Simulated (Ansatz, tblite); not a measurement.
Removing and adding an electron: VH₄. Charge 0, multiplicity 2. Geometry: PBE0-D4/def2-TZVP. Ansatz, gas phase; energy differences of separate SCF runs; the oxidised species is a singlet (the triplet lies 1.59 eV higher at PBE0-D4/def2-TZVP); the reduced species is a triplet (the singlet lies 1.81 eV higher at PBE0-D4/def2-TZVPD).

```xyz
5

V     0.0000    0.0000    0.0000
H     0.3764   -1.2190   -1.0205
H     1.3502    0.9192   -0.0368
H    -0.3830   -0.5166    1.5019
H    -1.3436    0.8164   -0.4446
```

The xTB rows come from tblite. Correlated methods freeze 5 core orbitals; core or outer-core shells of V are correlated, in sets that lack core-valence functions. No other spin state of charge 0 was run.

```csv
level,−HOMO (eV),vertical IE (eV),−LUMO (eV),vertical EA (eV),HOMO–LUMO gap (eV),IE − EA (eV),remarks
GFN1-xTB,–,14.59,–,6.40,–,8.20,–
PBE-D4/def2-TZVP,5.50,9.20,5.25,–,0.25,–,restricted SCF unstable in HF (+1 singlet)
r2SCAN-D4/def2-TZVPD,6.14,–,5.09,2.14,1.05,–,HOMO above zero (-1 triplet)
PBE0-D4/def2-TZVP,8.02,9.54,3.64,–,4.38,–,restricted SCF unstable in HF (+1 singlet)
CCSD(T)/def2-TZVPD,–,–,–,2.17,–,–,"large T1 (0.056) (doublet), spin-contaminated (⟨S²⟩ 1.18) (doublet)"
```

(1) Estimate the rows for GFN2-xTB, PBE-D4/def2-TZVPD, r2SCAN-D4/def2-TZVP, PBE0-D4/def2-TZVPD, CCSD/def2-TZVPD.

Answers

(1) 
```csv
level,−HOMO (eV),vertical IE (eV),−LUMO (eV),vertical EA (eV),HOMO–LUMO gap (eV),IE − EA (eV),remarks
GFN2-xTB,–,14.11,–,6.93,–,7.19,–
PBE-D4/def2-TZVPD,5.52,–,5.27,1.98,0.25,–,HOMO above zero (-1 triplet)
r2SCAN-D4/def2-TZVP,6.13,9.37,5.08,–,1.05,–,restricted SCF unstable in HF (+1 singlet)
PBE0-D4/def2-TZVPD,8.03,–,3.65,2.31,4.38,–,–
CCSD/def2-TZVPD,–,–,–,2.32,–,–,"large T1 (0.056) (doublet), spin-contaminated (⟨S²⟩ 1.18) (doublet)"
```

Run but left out: HF/def2-TZVPP, MP2/def2-TZVPP, HF/def2-TZVPD, MP2/def2-TZVPD (doublet: ⟨S²⟩ 1.16 to 1.18, where a pure state has 0.75); CCSD/def2-TZVPP, CCSD(T)/def2-TZVPP (charge +1 singlet: restricted singlet, unstable towards broken spin symmetry).   A HOMO above zero means that the electron is unbound at that level or that self-interaction error raises the level; the energy of removing that electron tells which. HOMO and LUMO are the levels of the spin that leaves or enters (xTB has no such levels and no spin-polarisation term). Other spin states of the ions may lie lower, which would lower the ionisation energy or raise the affinity. Raw xTB energy differences between charge states are shifted by several eV; the methods need an empirical correction for them.
